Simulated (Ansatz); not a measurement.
Start from `[CH3][Nb](=[O])([F])[F]` and change one atom or group to get `[O]=[Nb]([F])([F])[Cl]`.

Ansatz, PBE0-D4/def2-TZVP geometries, multiplicity 1. 

Elements past krypton have def2 core potentials.

```json
{"property": "HOMO energy (PBE0/def2-TZVPP) / eV", "`[CH3][Nb](=[O])([F])[F]`": "-9.00"}
{"property": "HOMO energy (B3LYP/def2-TZVPP) / eV", "`[CH3][Nb](=[O])([F])[F]`": "-8.77"}
{"property": "LUMO energy (PBE/def2-TZVPP) / eV", "`[CH3][Nb](=[O])([F])[F]`": "-3.08"}
{"property": "HOMO–LUMO gap (B3LYP/def2-TZVPP) / eV", "`[CH3][Nb](=[O])([F])[F]`": "6.29"}
{"property": "HOMO energy (PBE/def2-TZVPP) / eV", "`[CH3][Nb](=[O])([F])[F]`": "-7.57"}
{"property": "HOMO–LUMO gap (ωB97M-V/def2-TZVPP) / eV", "`[CH3][Nb](=[O])([F])[F]`": "11.32"}
```

Q: What does the change do to each property? (An estimate is asked.)

A: Computed: 
```json
{"property": "HOMO energy (PBE0/def2-TZVPP) / eV", "`[O]=[Nb]([F])([F])[Cl]`": "-9.94", "shift": "-0.94"}
{"property": "HOMO energy (B3LYP/def2-TZVPP) / eV", "`[O]=[Nb]([F])([F])[Cl]`": "-9.66", "shift": "-0.89"}
{"property": "LUMO energy (PBE/def2-TZVPP) / eV", "`[O]=[Nb]([F])([F])[Cl]`": "-3.44", "shift": "-0.36"}
{"property": "HOMO–LUMO gap (B3LYP/def2-TZVPP) / eV", "`[O]=[Nb]([F])([F])[Cl]`": "6.73", "shift": "0.44"}
{"property": "HOMO energy (PBE/def2-TZVPP) / eV", "`[O]=[Nb]([F])([F])[Cl]`": "-8.44", "shift": "-0.87"}
{"property": "HOMO–LUMO gap (ωB97M-V/def2-TZVPP) / eV", "`[O]=[Nb]([F])([F])[Cl]`": "11.71", "shift": "0.39"}
```

With PBE0 the HOMO falls by 0.94 eV and the LUMO falls by 0.48 eV, so the gap widens by about 0.46 eV. PBE moves the HOMO by -0.87 eV and ωB97M-V by -0.91 eV. The zero-point energy changes by -87.6 kJ/mol with -9 modes.

Positive LUMOs are unbound, so they and the gaps depend on the basis.

B3LYP here is the variant with VWN-RPA as its local correlation; programs differ in this.
